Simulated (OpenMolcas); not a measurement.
# V2+ in octahedral coordination: ligands and hosts compared

```
Program             : OpenMolcas
Method              : CASSCF
Active space        : 3 electrons in 5 orbitals (3d)
Spin-orbit coupling : state interaction with AMFI integrals over the reference wave functions
```

Distances were set from a Shannon-type radius of the metal (high-spin where two are listed, low-spin for CN, NH3 and NCH) plus a fixed donor radius (F 1.31, NH3 1.42, S 1.78, Br 1.91, Cl 1.76, H2O 1.36 Å), in hosts weighted 0.65 to 0.35 with the host's distance in the model lattice. Anionic complexes are neutralised by point charges, and hosts are embedded clusters. Ligand basis ANO-RCC-VDZP. States (labels of the rotation group of each site). Energies in cm-1 above the lowest state or level, χT in cm3 K/mol; 10Dq and B are least-squares fits to the states below 45000 cm-1, weighted by degeneracy, with a free offset, and given where the rms deviation is under 5 % of |10Dq| (or 100 cm-1) and under 700 cm-1.

| Ligand or host | R (Å) | Metal basis | Outer charge (e at Å behind ligand) | Ground state | First state of that spin | 10Dq | B (rms of fit) | First gap with spin-orbit (degeneracies) | χT at 300 K | First state of another spin |
| --- | --- | --- | --- | --- | --- | --- | --- | --- | --- | --- |
| Cs2NaYF6 | 2.127 | ANO-RCC-VTZP |  | 4A2 | 4T2 9739 |  |  | 9672 (4, 2) | 1.852 | 2E 16636 |
| KCdF3 | 2.118 | ANO-RCC-VTZP |  | 4A2 | 4T2 9950 |  |  | 9883 (4, 2) | 1.852 | 2E 16666 |
| NH3 | 2.21 | ANO-RCC-VTZP |  | 2S+1 = 4 | 14444 |  |  | 14418 (4, 2) | 1.860 | 2S+1 = 2: 16093 |
| S | 2.57 | ANO-RCC-VTZP | 1.7 at 2.4 | 4A2 | 4T2 1640 |  |  | 1591 (4, 2) | 1.738 | 2E 15208 |
| NaF | 2.176 | ANO-RCC-VTZP |  | 4A2 | 4T2 9222 |  |  | 9155 (4, 2) | 1.850 | 2E 16517 |
| Br | 2.7 | ANO-RCC-VDZP | 0.67 at 2.4 | 4A2 | 4T2 4690 | 4725 | 896 (79) | 4618 (4, 2) | 1.847 | 2E 15800 |
| Cs2NaYCl6 | 2.574 | ANO-RCC-VTZP |  | 4A2 | 4T2 6498 | 6710 | 898 (107) | 6432 (4, 2) | 1.844 | 2E 15986 |
| H2O | 2.15 | ANO-RCC-VDZP |  | 4A2 | 4T2 10450 | 10911 | 915 (158) | 10383 (4, 2) | 1.852 | 2E 16452 |
| LiF | 2.07 | ANO-RCC-VTZP |  | 4A2 | 4T2 12867 | 13267 | 948 (192) | 12799 (4, 2) | 1.859 | 2E 16603 |

The rows also differ in their metal basis and outer charges, so part of each step comes from that.

|10Dq| rises in the order Br < Cs2NaYCl6 < H2O < LiF, by a factor of 2.81 from first to last. Hosts and complexes held by bare charges are embedded differently, which, with the errors of the method, can account for most of this spread.

Against the free ion in the same method and basis, β = B / B(free) is 896 / 954 = 0.94 for Br, 898 / 959 = 0.94 for Cs2NaYCl6, 915 / 954 = 0.96 for H2O, 948 / 959 = 0.99 for LiF.

Without dynamic correlation the repulsion within the d shell is too large (B by tens of per cent), so at a given field states of lower spin stand too high. Ligand-to-metal charge-transfer states are missing. With no ligand orbital active B as a rule stays too high, so bands that hang on it stand too high and its fall with covalency is understated. With metal d orbitals alone and no dynamic correlation 10Dq can be off by a tenth to a fifth, either way, in oxide and fluoride hosts (holds for Cs2NaYF6; KCdF3; NaF; LiF). With metal d orbitals alone and no dynamic correlation the field as a rule comes out too small, by tens of per cent, by up to half for chloride and softer ligands (holds for NH3; S; Br; Cs2NaYCl6; H2O). The sulfide ions are held by bare point charges, a crude embedding (holds for S). No measured value stands beside these numbers; the geometry was imposed, not optimised, and the real ion may take another.

A state without a sure symmetry label is named by its multiplicity alone.
